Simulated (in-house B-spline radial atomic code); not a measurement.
The numbers below are computed, except where a source is named.
## Correlation energy from the adiabatic connection: −Z/r, Z = 7.35, wall at 0.895 bohr

Two electrons in a singlet, external potential −Z/r, Z = 7.35, wall at 0.895 bohr (atomic units). Full CI in B-splines (partial waves to l = 8, correlation up to 0.6 % small) with the density held fixed gives W(λ) = <V_ee>_λ − U, and E_c is the integral of W(λ) − W(0) from 0 to 1.

| λ | W(λ) − W(0) (hartree) |
| --- | --- |
| 0 | 0.00000 |
| 0.02 | -0.00186 |
| 0.05 | -0.00465 |
| 0.12 | -0.01112 |
| 0.25 | -0.02302 |
| 0.4 | -0.03654 |
| 0.6 | -0.05426 |
| 0.8 | -0.07162 |
| 1 | -0.08863 |

**Question.** Integrate the table by the trapezoid rule.

**Answer.** The strips give -0.00002, -0.00010, -0.00055, -0.00222, -0.00447, -0.00908, -0.01259, -0.01602, which sum to -0.04505 hartree. The direct value, W(1) − W(0) + T_c with T_c = 0.04357, is -0.04507; the curve is convex, so chords lie above it and the trapezoids fall short in size by 0.05 %.

**Question.** Now use only three numbers: W(0) = -4.4011, the initial slope W'(0) = -0.09326 (extrapolated from the first points) and the strong-coupling limit of the point-charge-plus-continuum model, W∞ = -6.1781. What do second-order theory and the interpolation W(λ) = W∞ + (W(0) − W∞)/√(1 + 2χλ) of Seidl, Perdew and Levy give?

**Answer.** Second order keeps the slope alone: E_c = W'(0)/2 = -0.04663, +3 % in size against -0.04507. Matching the slope fixes χ = W'(0)/(W∞ − W(0)) = -0.09326/(-1.77700) = 0.05248. Integrating, with s = √(1 + 2χ) = 1.051172, E_c = −(W(0) − W∞)(s − 1)/(s + 1) = −1.77700 × 0.051172/2.051172 = -0.04433 hartree, -1.6 % in size against the full result. At λ = 1 the formula gives W − W(0) = -0.08651 against -0.08863. Part of the miss can come from the model's W∞.
